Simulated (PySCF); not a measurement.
All of these have the formula C6H12OSi2. Method used: TDDFT CAM-B3LYP/def2-SVPD, vertical, gas phase, core orbitals frozen in the response in PySCF 2.14.0, density-fitted response routines. Geometries: PBE0-D3(BJ)/def2-SVP; one conformer of each isolated species. Triplets are in the Tamm–Dancoff approximation. 'Strongest' means the level of largest summed f among the lowest 10 singlets; it needn't be the same kind of state in each.

Question: Rank by computed HOMO–LUMO gap, lowest first.
A. `CC[Si]1(O)C=C[SiH2]C=C1`
B. `C1CC[SiH2][Si@@]1(C#C)OC`
C. `CC#C[Si@@H]1O[SiH2]C[C@H]1C`
D. `CC#C[Si@H](O[SiH3])C1CC1`

Answer: B (8.76 eV), A (9.01 eV), C (9.62 eV), D (9.85 eV).

```tsv
SMILES	gap (eV)	LUMO (eV)	f (strongest)	HOMO (eV)	S1 (eV)	S1 mainly
C#C[Si@]1(OC)CCC[SiH2]1	8.76	0.52	0.21	-8.24	5.37	H→L (82%)
CC[Si]1(O)C=C[SiH2]C=C1	9.01	-0.02	0.55	-9.03	5.36	H→L (82%)
CC#C[Si@@H]1O[SiH2]C[C@H]1C	9.62	0.82	0.25	-8.80	5.71	H→L (58%)
CC#C[Si@H](O[SiH3])C1CC1	9.85	0.84	0.12	-9.01	5.87	H→L (47%)
```

H and L stand for HOMO and LUMO.

- `C#C[Si@]1(OC)CCC[SiH2]1`: Löwdin shares by element: HOMO silicon 42%, oxygen 11%, carbon 10% or more (atoms not listed hold the other 37%); LUMO carbon 35% or more, silicon 30% (atoms not listed hold the other 35%).
- `CC[Si]1(O)C=C[SiH2]C=C1`: Löwdin shares by element: HOMO carbon 54% or more (atoms not listed hold the other 46%); LUMO carbon 58% or more (atoms not listed hold the other 42%).
- `CC#C[Si@@H]1O[SiH2]C[C@H]1C`: Löwdin shares by element: HOMO carbon 60% or more, silicon 10% or more (atoms not listed hold the other 29%); LUMO carbon 31% or more, silicon 19% or more, oxygen 9% (atoms not listed hold the other 40%).
- `CC#C[Si@H](O[SiH3])C1CC1`: Löwdin shares by element: HOMO carbon 65% or more, silicon 9% or more (atoms not listed hold the other 27%); LUMO silicon 31%, carbon 25% or more (atoms not listed hold the other 44%).
